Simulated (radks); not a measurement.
Spherical quantum dot in the effective-mass picture: electrons in a parabolic well V = omega^2 r^2 / 2 with omega = 0.0653, all in effective atomic units (hartree* = m*/eps^2 hartree, bohr* = eps/m* bohr), one dielectric constant everywhere. Calculated with a radial shooting solver with Libxc functionals: non-relativistic Kohn-Sham, LDA (Slater exchange, Perdew-Wang correlation), spin-polarised, spherical densities. Levels are named by radial order and angular momentum (1s, 1p, 1d, 2s, ...), and open shells are averaged over m.

N = 6, configuration 1s2 1p(up 3, down 1). This is the lowest configuration that the search found (a dilute case). Occupied and some empty levels:

level    occupation  eigenvalue (hartree*)  <r> (bohr*)
1s up             1                0.70653        7.472
1s down           1                0.71601        7.485
1p up             3                0.72961        8.545
1p down           1                0.73905        8.641
1d up             0                0.76094        9.393
1d down           0                0.76969        9.513
2s up             0                0.78378        7.761
2s down           0                0.78983        7.783
1f up             0                0.79819        10.12
1f down           0                0.80601        10.25

Energy (hartree*): total 2.55007, kinetic 0.20934, external 0.93856, Hartree 1.9713, exchange-correlation -0.56915.

Electron density:

r (bohr*)  n(r) (e/bohr*^3)
1.20              0.0007532
2.50              0.0009202
3.79               0.001149
5.08               0.001352
6.37               0.001416
7.66               0.001265
8.95              0.0009240
10.2              0.0005338
11.5              0.0002375
12.8             0.00007981
14.1             0.00002064
15.4              4.113e-06
16.7              6.366e-07
